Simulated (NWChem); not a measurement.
Molecule: KI; SMILES [I][K]

```xyz
2

K      0.0000     0.0000    -2.2813
I      0.0000     0.0000     0.7894
```
Atoms are numbered in this order, from 1.

All runs use the structure optimised with PBE0/def2-SVP. def2 effective core potentials on I; no spin-orbit coupling.

### Question
List the 4 lowest vertical singlet excitations from PBE/def2-SVPD with def2 effective core potentials on I, TDA (NWChem).

### Answer
```tsv
state	energy (eV)	oscillator strength	leading excitation (squared amplitude)
S1	2.41	0.007	HOMO → LUMO (1.00)
S2	2.41	0.007	HOMO−1 → LUMO (1.00)
S3	2.95	0.136	HOMO−2 → LUMO (0.97)
S4	3.95	0.000	HOMO−1 → LUMO+2 (0.50)
```
